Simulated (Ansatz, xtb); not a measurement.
**A geometry optimisation of C2H5BrGe with r2SCAN-D4/def2-SVP**

The starting geometry of this gas-phase triplet was built from a drawn formula by distance geometry and a force field; its bonds are those of `[CH3][Ge][CH2]Br`.

```yaml
atoms:
  - { symbol: C, position_ang: [-0.8871, 1.1739, 0.2220] }
  - { symbol: C, position_ang: [-0.8521, -1.9814, -0.1217] }
  - { symbol: Br, position_ang: [-2.2983, -1.9057, -1.4356] }
  - { symbol: Ge, position_ang: [0.2175, -0.3038, -0.1971] }
  - { symbol: H, position_ang: [-1.3350, 1.0563, 1.2869] }
  - { symbol: H, position_ang: [-0.2623, 2.0962, 0.2283] }
  - { symbol: H, position_ang: [-1.7265, 1.2667, -0.4884] }
  - { symbol: H, position_ang: [-1.2877, -2.0558, 0.8674] }
  - { symbol: H, position_ang: [-0.1918, -2.8167, -0.3243] }
```

Q: Predict what becomes of its bonds when it is optimised with r2SCAN-D4/def2-SVP.

A: It keeps its bonds, and is `[CH3][Ge][CH2]Br`.

The energy falls by 0.18 eV over 13 steps:

| step | E − E(last) (eV) |
| --- | --- |
| 1 | 0.179 |
| 2 | 0.031 |
| 4 | 0.001 |
| 5 | 0.001 |
| 6 | 0.000 |
| 8 | 0.000 |
| 9 | 0.000 |
| 10 | 0.000 |
| 12 | 0.000 |
| 13 | 0.000 |

Final geometry (Å):

```yaml
atoms:
  - { symbol: C, position_ang: [-0.8908, 1.2831, 0.2838] }
  - { symbol: C, position_ang: [-0.8354, -2.0402, -0.1371] }
  - { symbol: Br, position_ang: [-2.2752, -1.9981, -1.4914] }
  - { symbol: Ge, position_ang: [0.1758, -0.3417, -0.0754] }
  - { symbol: H, position_ang: [-1.2515, 1.2801, 1.3233] }
  - { symbol: H, position_ang: [-0.2820, 2.1810, 0.1113] }
  - { symbol: H, position_ang: [-1.7429, 1.2811, -0.4139] }
  - { symbol: H, position_ang: [-1.3377, -2.2280, 0.8225] }
  - { symbol: H, position_ang: [-0.1837, -2.8876, -0.3855] }
```

From the same start GFN2-xTB ends elsewhere, differing in C2–Br3 (3.37 against 1.98 Å here), Br3–Ge4 (2.40 against 3.28 Å here).

The end wasn't checked by frequencies. Open shells are spin-unrestricted. The triplet needn't be the ground state. Run with Ansatz 0.2.0, 2.2 min on 2 threads of Arm Neoverse V1 (shared host).
